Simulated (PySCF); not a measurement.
**Co⁺: excitation energy**

Co⁺ [Ar] 3d8 (3F) → Co⁺ [Ar] 3d7 4p1 (high-spin determinant), as a difference of total energies. All numbers are calculated (PySCF 2.14, the non-relativistic Hamiltonian (point nucleus), in def2-QZVPPD (11s6p5d4f2g, 100 functions)). Correlated levels: valence: [Ar] frozen; valence and next inner shell: [Ne] frozen. The calculations carry no spin-orbit coupling.

```
                                method  excitation energy (cm⁻¹)
                                   UHF                     29266
                                   LDA                     51410
                                  PBE0                     45416
                                r2SCAN                     45818
                               r2SCANh                     44945
                                B2PLYP                     46896
                             CAM-B3LYP                     47973
                               wB97M-V                     47982
                         MP2 (valence)                     48108
                     SCS-MP2 (valence)                     48439
SCS-MP2 (valence and next inner shell)                     51316
```

Question: Estimate what PBE gives.

Answer: 48642 cm⁻¹, closest to SCS-MP2 (valence) among the rows shown.

Question: Estimate what MP2 (valence and next inner shell) gives.

Answer: 52583 cm⁻¹, closest to LDA among the rows shown.

A first-order spin-orbit estimate (lowest level to lowest level, LS coupling) adds 0.012 eV.

The determinant of the upper state mixes LS terms, which raises its energy above the lowest term, most at the Hartree-Fock and MP2 levels.
